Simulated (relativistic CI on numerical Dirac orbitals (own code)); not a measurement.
Inner-shell lines of Pb46+

Method of calculation: Dirac-Coulomb-Breit CI, orbitals from a KLI potential per configuration, QED by a radiative potential, valence Slater integrals scaled by 0.9 (own radial code, finite nucleus).

Configurations in the expansion (outside the closed core [Ne] 3s2 3d10 4s2 4p6): 3p6, 3p5.4d, 3p5.5s, 3p5.5d. Levels of other configurations are missing.

The table holds the strongest lines. The upper levels have an inner-shell vacancy. Auger decay, open to those above the ionisation limit, is not computed, and radiative decays to configurations outside the model are missing too. Absolute energies can be off by a few tenths of a per cent, and at this charge the scaling can make term splittings too narrow, so close lines can change order. LS names give the leading component, which can be well under half, for lower levels too. Brackets number the levels in order of energy.

| λ (Å) | Upper | Lower | A (s⁻¹) | gA (s⁻¹) |
| --- | --- | --- | --- | --- |
| 4.22559 | 3p5.4d 3P°_1 [3] | 3p6 1S_0 [1] | 9.99e+12 | 3.00e+13 |
| 4.17419 | 3p5.4d 1P°_1 [8] | 3p6 1S_0 [1] | 1.57e+14 | 4.72e+14 |
| 3.60137 | 3p5.4d 3D°_1 [11] | 3p6 1S_0 [1] | 7.00e+13 | 2.10e+14 |
| 3.37953 | 3p5.5s 1P°_1 [15] | 3p6 1S_0 [1] | 1.24e+13 | 3.71e+13 |
| 3.18774 | 3p5.5d 3P°_1 [17] | 3p6 1S_0 [1] | 4.84e+12 | 1.45e+13 |
| 3.17476 | 3p5.5d 1P°_1 [22] | 3p6 1S_0 [1] | 8.07e+13 | 2.42e+14 |
| 2.97016 | 3p5.5s 3P°_1 [25] | 3p6 1S_0 [1] | 4.10e+12 | 1.23e+13 |
| 2.81989 | 3p5.5d 3D°_1 [27] | 3p6 1S_0 [1] | 3.91e+13 | 1.17e+14 |
